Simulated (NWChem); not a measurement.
Correlation energy of HP

SMILES: [PH]
```xyz
2

P      0.0000     0.0000     0.0898
H      0.0000     0.0000    -1.3473
```
Charge 0, spin multiplicity 3.

All runs are NWChem calculations. The geometry was optimised at UPBE0/def2-SVP, a minimum by its harmonic frequencies.

Basis set: 6-31G*. Each correlation energy counts from its own Hartree-Fock reference.

The correlated methods keep 5 core orbitals frozen. The Pople sets run with spherical d functions. This spin state was chosen for the runs; another may lie lower. The structure started from a generated list of species. The unpaired electrons of the parent sit in orbitals of symmetry b1 and b2 (C2v labels of the run); other states weren't searched. No SCF solution was tested for a lower state. Open-shell Hartree-Fock references start from PBE0 orbitals. No row is a measurement; the coupled-cluster row has its own basis-set and correlation limits.

```tsv
method	correlation energy (mHa)
UMP2	?
SCS-UMP2	-69.7
CCSD on ROHF	?
CCSD[T] on ROHF	-96.3
CCSD(T) on ROHF	-96.3
CCSD on UHF	-88.7
CCSD[T] on UHF	-90.5
CCSD(T) on UHF	-90.4
CCSDT on ROHF	?
```

**Question.** What belongs in the gaps?

**Answer.** 
- UMP2, correlation energy (mHa): -67.9
- CCSD on ROHF, correlation energy (mHa): -94.4
- CCSDT on ROHF, correlation energy (mHa): -96.6
